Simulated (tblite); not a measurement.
Species: C₄H₁₀BOP.
SMILES with atom numbers: `[CH3:1]/[CH:2]=[CH:3]/[B:4]([PH2:5])[O:6][CH3:7]` (hydrogens: H8, H9, H10 on C1; H11 on C2; H12 on C3; H13, H14 on P5; H15, H16, H17 on C7)

Computed with GFN2-xTB (tblite), gas phase: L-BFGS steps from a force-field or distance-geometry start until the largest atomic force falls under 0.01 eV/Å.

At the end of the run (lengths in Å): B4–O6 1.331, B4–P5 1.947, P5–H14 1.380, P5–H13 1.385, C7–H16 1.092, C1–H9 1.090, C3–B4 1.558, B4–O6–C7 126.0°, C2–C3–B4 124.2°, C3–B4–O6 117.9°, P5–B4–O6 122.6°, C1–C2–C3–B4 180°, C2–C3–B4–P5 -170°, C3–B4–O6–C7 178°, H13–P5–B4–C3 120°, H15–C7–O6–B4 110°.

Problem. These geometries were met on the way; a selection of coordinates is given. Order them by energy above the end point, lowest first.
A. B4–O6 1.320, B4–P5 2.027, P5–H14 1.421, P5–H13 1.409, C7–H16 1.076, C1–H9 1.071, C3–B4 1.523, B4–O6–C7 116.5°, C2–C3–B4 128.0°, C3–B4–O6 123.4°, P5–B4–O6 116.8°, C1–C2–C3–B4 -177°, C2–C3–B4–P5 -122°, C3–B4–O6–C7 -103°, H13–P5–B4–C3 53°, H15–C7–O6–B4 51°
B. B4–O6 1.338, B4–P5 1.971, P5–H14 1.386, P5–H13 1.371, C7–H16 1.082, C1–H9 1.089, C3–B4 1.566, B4–O6–C7 124.2°, C2–C3–B4 122.9°, C3–B4–O6 117.8°, P5–B4–O6 118.7°, C1–C2–C3–B4 -178°, C2–C3–B4–P5 -125°, C3–B4–O6–C7 -111°, H13–P5–B4–C3 45°, H15–C7–O6–B4 66°
C. B4–O6 1.324, B4–P5 1.956, P5–H14 1.384, P5–H13 1.393, C7–H16 1.095, C1–H9 1.088, C3–B4 1.555, B4–O6–C7 131.8°, C2–C3–B4 115.1°, C3–B4–O6 111.1°, P5–B4–O6 127.5°, C1–C2–C3–B4 179°, C2–C3–B4–P5 -129°, C3–B4–O6–C7 -163°, H13–P5–B4–C3 54°, H15–C7–O6–B4 122°
D. B4–O6 1.486, B4–P5 1.919, P5–H14 1.446, P5–H13 1.435, C7–H16 1.129, C1–H9 1.126, C3–B4 1.590, B4–O6–C7 105.7°, C2–C3–B4 119.7°, C3–B4–O6 119.6°, P5–B4–O6 118.8°, C1–C2–C3–B4 180°, C2–C3–B4–P5 -126°, C3–B4–O6–C7 -111°, H13–P5–B4–C3 68°, H15–C7–O6–B4 51°
E. B4–O6 1.333, B4–P5 1.958, P5–H14 1.383, P5–H13 1.394, C7–H16 1.102, C1–H9 1.089, C3–B4 1.562, B4–O6–C7 134.9°, C2–C3–B4 116.9°, C3–B4–O6 112.1°, P5–B4–O6 125.4°, C1–C2–C3–B4 -178°, C2–C3–B4–P5 -127°, C3–B4–O6–C7 -144°, H13–P5–B4–C3 50°, H15–C7–O6–B4 104°

Solution. C (0.272 eV), E (0.440 eV), B (0.790 eV), A (1.288 eV), D (2.150 eV).

| step | E above end (eV) | rms distance from the end, all atoms (Å) | largest force (eV/Å) | rms shift of all bonds from the end (Å) |
| --- | --- | --- | --- | --- |
| 24 | 0.272 | 0.628 | 0.272 | 0.005 |
| 15 | 0.440 | 0.673 | 0.577 | 0.007 |
| 10 | 0.790 | 0.714 | 0.591 | 0.009 |
| 2 | 1.288 | 0.750 | 1.851 | 0.028 |
| 0 | 2.150 | 0.765 | 2.718 | 0.048 |

Rows stand in the order of the answer.
